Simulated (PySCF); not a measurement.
A GIAO shielding run with PySCF (density fitting, non-relativistic, gas phase) on `C=C(C)[Si@@](O)([SiH3])CC`, C5H14OSi2:

```
$ OMP_NUM_THREADS=1 python probes_run.py task.json out

{"job": {"kind": "nmr", "xc": "PBE0", "basis": "pcSseg-1"}, "charge": 0, "multiplicity": 1}
C     -2.614082    -0.213228    -1.005725
C     -1.666057    -0.303916    -0.061603
C     -1.951325    -0.817102     1.321041
Si     0.080023     0.260092    -0.482442
O      0.224352     0.523802    -2.134934
Si     0.483055     2.346480     0.512015
C      1.322885    -1.034102     0.099173
C      2.770035    -0.707605    -0.258759
H     -2.391203     0.179825    -2.003115
H     -3.651465    -0.517376    -0.816254
H     -1.369915    -1.729339     1.536328
H     -1.664548    -0.078800     2.089153
H     -3.017975    -1.053012     1.459102
H      0.075755    -0.247660    -2.691401
H      1.867955     2.852271     0.253033
H      0.314127     2.224284     1.997239
H     -0.495548     3.363361     0.016835
H      1.019901    -2.000846    -0.344708
H      1.206601    -1.162633     1.190031
H      2.885089    -0.543684    -1.341548
H      3.459763    -1.514930     0.033039
H      3.111469     0.213141     0.240710
```

Hardware: 1 thread of an Arm Neoverse N1, shared host. The job also computes population analyses, field gradients.

Task: How large is the calculation?

Result: 80 electrons, 220 basis functions and 1186 auxiliary functions.

Task: How long does it take?

Result: 72 s of wall time, with 14 SCF cycles and 5 response iterations. Times on a shared host scatter by some tens of per cent.

Task: And these other runs on the same molecule and hardware: GIAO shielding at KT2/pcSseg-1?

Result: KT2/pcSseg-1: 220 functions, 94 s.
